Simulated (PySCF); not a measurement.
A species of formula C4H7F3OSi2 has this rotational fingerprint, computed with PBE0/pcSseg-1 in PySCF (dipole) on a GFN2-xTB geometry, gas phase:

| Quantity | Value |
| --- | --- |
| Rotational constants | A = 1369, B = 615.9, C = 580.3 MHz |
| Dipole components | \|μa\| = 3.15 D, \|μb\| = 0.40 D, \|μc\| = 0.69 D |
| Inertial defect | -318.95 u·Å² |
| κ | -0.91 |

Question: Which candidate fits, each taken in the one conformer that was computed?
A. `FC(F)(F)CC#C[SiH2]O[SiH3]`
B. `[O:1]=[CH:2][SiH2:3]/[C:4]([SiH3:5])=[CH:6]\[C:7]([F:8])([F:9])[F:10]` with O1–C2–Si3–C4 6°, C2–Si3–C4–Si5 -13°
C. `[O:1]=[CH:2]/[C:3](=[CH:4]\[C:5]([F:6])([F:7])[F:8])[SiH2:9][SiH3:10]` with O1–C2–C3–C4 138°, C2–C3–Si9–Si10 50°
D. `[O:1]=[CH:2]/[C:3]([SiH3:4])=[CH:5]/[C:6]([F:7])([F:8])[SiH2:9][F:10]` with O1–C2–C3–Si4 -9°, C3–C5–C6–F7 40°, C5–C6–Si9–F10 12°

Answer: D. It is O=C/C([SiH3])=C/C(F)(F)[SiH2]F, a near-prolate asymmetric top, point group C1. The candidates at the same level (rigid rotor, commonest isotopes):

```tsv
SMILES	A (MHz)	B (MHz)	C (MHz)	μa (D)	μb (D)	μc (D)	Δ (u·Å²)	point group	rotor
O=C[SiH2]/C([SiH3])=C\C(F)(F)F	1707	585.6	479.9	0.77	1.33	0.20	-106.14	C1	asymmetric top
O=C/C(=C\C(F)(F)F)[SiH2][SiH3]	1917	487.5	458.3	0.23	2.07	0.78	-197.58	C1	near-prolate asymmetric top
O=C/C([SiH3])=C/C(F)(F)[SiH2]F	1369	615.9	580.3	3.15	0.40	0.69	-318.95	C1	near-prolate asymmetric top
FC(F)(F)CC#C[SiH2]O[SiH3]	2026	321.2	298.8	0.75	0.10	1.73	-131.64	C1	near-prolate asymmetric top
```

`O=C/C(=C\C(F)(F)F)[SiH2][SiH3]` has A 40 % too high; `FC(F)(F)CC#C[SiH2]O[SiH3]` has C 49 % too low; `O=C[SiH2]/C([SiH3])=C\C(F)(F)F` has A 25 % too high. No structure here is proved a minimum.
